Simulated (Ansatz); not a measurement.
`C[Si](F)(F)CO` + HCl → `C[Si](F)(F)Cl` + CH₃OH at 700 K and 1 bar (ligand exchange at the Si–C bond).

Isolated molecules relaxed with PBE0-D4/def2-TZVP in Ansatz; ΔE leaves out vibrations. CBS: MP2 limit from def2 TZ/QZ plus the TZ coupled-cluster correction, frozen cores. This one scheme is used for every species. One conformer a species, not always the lowest.

| species | CCSD(T)/CBS energy (Eh) | H − E (kJ/mol) | S (J/(mol·K)) |
| --- | --- | --- | --- |
| `C[Si](F)(F)CO` | -643.70737 | 314.5 | 506.8 |
| HCl | -460.38127 | 38.4 | 211.8 |
| `C[Si](F)(F)Cl` | -988.51588 | 185.8 | 435.9 |
| CH₃OH | -115.61712 | 170.8 | 288.5 |

H − E and S are ideal-gas, rigid-rotor, harmonic terms from PBE0-D4/def2-TZVP, for one conformer and one mirror image of each species. 1 Eh = 2625.50 kJ/mol, R = 8.31446 J/(mol·K).

**Question.** By hand: ΔE, ΔH, ΔS and ΔG.

**Answer.** ΔE = (-988.51588) + (-115.61712) − (-643.70737) − (-460.38127) = -0.04436 Eh = -116.5 kJ/mol. Δ(H − E) = 185.8 + 170.8 − 314.5 − 38.4 = 3.7, so ΔH = -112.8 kJ/mol. ΔS = 435.9 + 288.5 − 506.8 − 211.8 = 5.8 J/(mol·K). ΔG = -112.8 − 700 × (5.8)/1000 = -116.9 kJ/mol.

**Question.** By hand: the equilibrium constant, and the temperature at which ΔG would vanish if ΔH and ΔS stayed fixed.

**Answer.** log₁₀ K = −ΔG/(RT ln 10) = 8.7. ΔH and −TΔS have one sign here, so there is no such temperature.

The number of gas molecules stays the same, so ΔS is small and ΔH decides. A doubt of 5 kJ/mol in ΔE shifts log₁₀ K by 0.4 here. Other conformers and mirror images would add mixing entropy, several J/(mol·K) or more a flexible species. These are equilibria of isolated gas molecules and say nothing of rates. Largest T1 diagnostic: 0.011 (customary marks: 0.02 for closed shells, 0.045 for open ones).

ΔS is within the doubt of such terms, so its sign, and with it that verdict, could turn.
